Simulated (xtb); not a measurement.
H₆GeSi, charge -1, doublet, at the geometry of the source list (a state made from the parent by changing its charge; the spin is typed, not shown lowest). Base run: GFN0-xTB (xtb 6.7.1).

Geometry (Å):
```xyz
8

Si    -1.2111     0.1233     0.0217
Ge     1.1056    -0.1082    -0.0201
H     -1.7815    -0.7098     1.0810
H     -1.5822     1.5163     0.2667
H     -1.7757    -0.2952    -1.2621
H      1.6110    -1.4255    -0.5414
H      1.8458     0.8932    -0.8584
H      1.7882     0.0060     1.3126
```
Charge -1, spin multiplicity 2.
All else is at xtb's defaults.
Base energy -8.61804 Eh.

Variants of this job, named by their change:

| change | ΔE vs base (kcal/mol) |
|---|---|
| base | 0.000 |
| acc = 0.0001 | 0.000 |
| acc = 0.1 | 0.000 |
| etemp = 5000 | -15.19 |
| file = coord | 0.000 |
